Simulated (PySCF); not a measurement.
Ligands exchanged one at a time, Si OH-NH2. Gas-phase values, no solvent. One relaxed conformer stands for each flexible species; it need not be the lowest. Strings in code marks are SMILES. All members: neutral, multiplicity 1. Level: B3LYP-D3(BJ)/def2-TZVP (PySCF). B3LYP has the VWN-RPA correlation part, as in Gaussian. Delta-SCF ions had no search for a lower state.  The removal energy is E(N − 1 electrons) − E(N electrons) at the parent's geometry; ε(HOMO) is measured against the vacuum level.

```csv
species,−ε(HOMO) (eV),vertical ionisation energy (Delta-SCF) (eV)
`N[Si](N)(N)N`,6.42,8.56
`N[Si](N)(N)O`,6.82,withheld
`N[Si](N)(O)O`,7.09,9.47
`N[Si](O)(O)O`,7.30,9.93
`O[Si](O)(O)O`,8.81,11.25
```

**Question.** Fit vertical ionisation energy (Delta-SCF) = a + b·x to the 4 complete rows by least squares, with x = −ε(HOMO) in eV. Give a, b and the rms residual, and predict the withheld value.

**Answer.** Means of the 4 rows: x̄ = 7.405, ȳ = 9.8025 eV. Σ(x − x̄)² = 3.0545 and Σ(x − x̄)(y − ȳ) = 3.349, so b = 1.096 and a = ȳ − b·x̄ = 1.687 eV. The rms residual is 0.153 eV. At x = 6.82 the line gives 9.16 eV. The run for `N[Si](N)(N)O` gave 9.07 eV, so the line is off by 0.09 eV, within twice the rms residual.

Codes: PySCF.
